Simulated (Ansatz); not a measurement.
Isolated molecules relaxed with PBE0-D4/def2-TZVP in Ansatz; ΔE leaves out vibrations. CCSD(T)/CBS is the MP2 limit (def2-TZVPP, def2-QZVPP) plus CCSD(T) − MP2 in def2-TZVPP, frozen cores. DFT in def2-TZVPP. HSE06 is defined as in plane-wave codes. Elements past krypton have def2 core potentials. For Zr outer-core shells are correlated without core-valence functions, which leaves a few kJ/mol of doubt a bond. Each species was taken in one conformer, which may not be the lowest.

Consider the substitution at a C–B bond: `CCB(N)N` + `CC[O][Zr]([OH])([OH])[O]CC` → `CC[O][Zr]([OH])([O]CC)[O]CC` + `NBN`.

`CCB(N)N`:

Cartesian coordinates in Å:
```
C -0.718 1.062 1.259
C -0.204 0.973 -0.180
B 0.315 -0.481 -0.541
N 1.656 -0.837 -0.259
N -0.578 -1.427 -1.098
H -1.075 2.066 1.506
H 0.066 0.805 1.977
H -1.546 0.367 1.427
H 0.599 1.707 -0.321
H -1.003 1.272 -0.867
H 2.047 -1.749 -0.412
H 2.309 -0.182 0.131
H -1.530 -1.197 -1.312
H -0.338 -2.379 -1.310
```

`CC[O][Zr]([OH])([OH])[O]CC`:

Cartesian coordinates in Å:
```
C 0.248 3.118 -0.944
C -0.746 2.267 -0.183
O -0.120 1.214 0.476
Zr 0.897 -0.211 1.268
O 0.581 -0.254 3.176
O 2.775 0.052 0.892
O 0.306 -1.861 0.473
C -0.278 -2.875 -0.278
C -1.335 -2.336 -1.218
H 0.773 2.519 -1.693
H -0.261 3.940 -1.454
H 0.991 3.540 -0.264
H -1.498 1.862 -0.873
H -1.282 2.882 0.551
H 0.254 -0.363 4.063
H 3.722 0.110 0.823
H -0.722 -3.614 0.401
H 0.503 -3.394 -0.849
H -1.783 -3.147 -1.799
H -2.127 -1.834 -0.657
H -0.898 -1.615 -1.913
```

`CC[O][Zr]([OH])([O]CC)[O]CC`:

Cartesian coordinates in Å:
```
C -0.407 2.081 -2.335
C 0.830 1.213 -2.235
O 0.616 0.109 -1.419
Zr 0.153 -1.353 -0.257
O 0.227 -3.021 -1.239
O -1.622 -1.059 0.430
C -2.888 -0.713 0.886
C -3.286 0.674 0.427
O 1.396 -1.377 1.216
C 2.373 -1.167 2.182
C 3.205 0.061 1.876
H -1.241 1.512 -2.753
H -0.220 2.944 -2.979
H -0.702 2.444 -1.348
H 1.127 0.870 -3.235
H 1.667 1.801 -1.836
H 0.291 -3.893 -1.613
H -2.904 -0.763 1.983
H -3.616 -1.450 0.522
H -3.292 0.730 -0.664
H -4.285 0.927 0.792
H -2.582 1.419 0.804
H 1.894 -1.059 3.164
H 3.020 -2.052 2.237
H 2.575 0.953 1.842
H 3.702 -0.043 0.909
H 3.970 0.209 2.643
```

`NBN`:

Z-matrix (Å, degrees):
```
N
B 1 1.409
H 1 1.002 2 121.9
H 1 1.005 2 124.5 3 -180.0
N 2 1.409 1 122.9 3 180.0
H 2 1.200 1 118.5 3 -0.0
H 5 1.003 2 121.9 1 -180.0
H 5 1.005 2 124.5 1 -0.0
```

| level | ΔE (kcal/mol) |
| --- | --- |
| r2SCAN-D4 | 13.8 |
| HSE06-D4 | 13.8 |

Task: What does CCSD(T)/CBS give? (Estimate.)

Result: Computed: +14.5 kcal/mol. The listed levels differ from it by -0.7, -0.7 kcal/mol.

Largest T1 diagnostic among the species: 0.015.

From PBE to PBE0 (25 % exact exchange), in def2-TZVPP and without D4, ΔE moves by +0.9 kcal/mol. In def2-TZVPP, CCSD(T) changes the Hartree–Fock value by +1.6 kcal/mol (the triples alone add −0.3 kcal/mol) and MP2 by +2.9 kcal/mol. At CCSD(T), def2-SVP lies −4.0 kcal/mol from the extrapolated value and def2-TZVPP −1.2 kcal/mol.
